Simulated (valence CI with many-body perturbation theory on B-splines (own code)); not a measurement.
Values are calculated unless marked as measured or tabulated.
# Zn16+: magnetic and hyperfine properties of the levels

Level of theory: relativistic CI+MBPT: four valence electrons over a frozen Dirac-Fock core [Ne], a basis of 11 s, 11 p, 10 d, 8 f, 5 g, 2 h functions for each j, with the one-electron correlation potential Σ1, the two-electron term Σ2, the three-electron term Σ3, Breit, model QED; selected CI, second order for the rest, scaled by the run's own slope (own B-spline code, finite nucleus).

No measured spectrum was set against this ion. As an estimate, levels of excited configurations hold to 0.05 to 0.15 % of their energy, terms of the ground configuration to about 0.5 %. Among the levels kept, up to 820 cm⁻¹ of a level comes from second order outside the variational space, and about a tenth of that is noise between levels of different J, which matters for small intervals.

A/g_I is the dipole constant over the nuclear g factor μ/I (μ in nuclear magnetons, uniformly magnetised nucleus), B/Q the quadrupole constant per barn. Both hold the static response of the core; the bare values leave it out. Large factors of s and p1/2 electrons are usually good to 5 to 10 %; those of open d and f shells near neutrality can be off by tens of per cent, and small factors of p3/2, d and f electrons come from cancelling terms and can be off by a factor of two or in sign, in half-filled shells by more. B is blank for J = 1/2, where it vanishes, and for nearly pure S terms. Energies count from the lowest level. Levels with J = 0 are left out.

Names give the largest LS component (configuration and term), which can be under half, so a name can repeat, a term be missing and a line seem to break the LS rules; names also repeat where a configuration has a term twice.

```tsv
Level	E (eV)	g	A/g_I (MHz)	A/g_I bare	B/Q (MHz/b)	B/Q bare
3s2 3p2 3P_1	2.85	1.500	-271	91.2	7290	7010
3s2 3p2 3P_2	4.82	1.392	13800	13500	-5720	-5490
3s2 3p2 1D_2	10.26	1.106	11200	10800	20200	19400
3s 3p3 5S°_2	37.10	1.984	36400	35400		
3s 3p3 3D°_1	48.05	0.585	-19900	-18900	7940	7650
3s 3p3 3D°_2	48.15	1.210	22500	21700	14300	13800
3s 3p3 3D°_3	49.20	1.332	33200	31900	-1600	-1520
3s 3p3 3P°_1	55.46	1.428	43800	42000	-8620	-8300
3s 3p3 3P°_2	55.66	1.394	26900	26000	-14100	-13500
3s 3p3 1D°_2	60.69	1.072	17900	17200	-5670	-5410
3s 3p3 3S°_1	67.64	1.696	-15700	-13900	82.0	84.7
3s2 3p 3d 3F°_2	69.29	0.678	11400	11100	10400	10200
3s2 3p 3d 3F°_3	71.04	1.085	7340	7300	10800	10600
3s 3p3 1P°_1	72.90	1.286	-4320	-3580	253	251
3s2 3p 3d 3F°_4	73.85	1.249	3940	4080	17400	17000
3s2 3p 3d 3P°_2	77.91	1.284	3130	3360	2480	2540
3s2 3p 3d 3D°_1	79.30	0.919	-7050	-6290	2940	2920
3s2 3p 3d 1D°_2	81.20	1.094	2900	3050	-2200	-2010
3s2 3p 3d 3P°_1	82.39	1.090	5510	5630	-8110	-7890
3s2 3p 3d 3D°_3	82.58	1.320	7410	7450	-8400	-7960
3s2 3p 3d 3D°_2	82.99	1.278	8780	8770	-10800	-10400
3s2 3p 3d 1F°_3	89.90	1.008	5720	5690	16400	16100
3s2 3p 3d 1P°_1	92.28	0.989	-1360	-1000	2280	2300
3p4 3P_2	98.40	1.416	11400	11500	2810	2740
3p4 3P_1	101.88	1.452	6230	6590	-3660	-3530
3s 3p2 3d 5F_1	102.79	0.088	-25300	-24200	-1240	-1100
3s 3p2 3d 5F_2	103.34	1.035	6000	6050	2040	2050
3p4 1D_2	103.74	1.079	15700	15200	-19300	-18600
3s 3p2 3d 5F_3	104.32	1.274	13400	13200	4550	4550
3s 3p2 3d 5F_4	105.74	1.359	16100	15800	2370	2520
3s 3p2 3d 5D_1	107.35	1.470	21300	20900	-7420	-7210
3s 3p2 3d 5F_5	107.47	1.395	19200	18700	-11500	-10800
3s 3p2 3d 5D_2	107.56	1.445	20800	20400	-8620	-8340
3s 3p2 3d 5D_3	107.89	1.440	21700	21200	-6020	-5750
```

Q: Take the isotope of mass number 67, with I = 5/2, μ = 0.87485 μN and Q = 0.122 b. What is the hyperfine structure of 3s2 3p2 1D_2?

A: From the table A = 3900 MHz, B = 2460 MHz. Shifts from the centre of gravity in MHz: F = 1/2: -25600, F = 3/2: -20800, F = 5/2: -12300, F = 7/2: 904, F = 9/2: 20100.
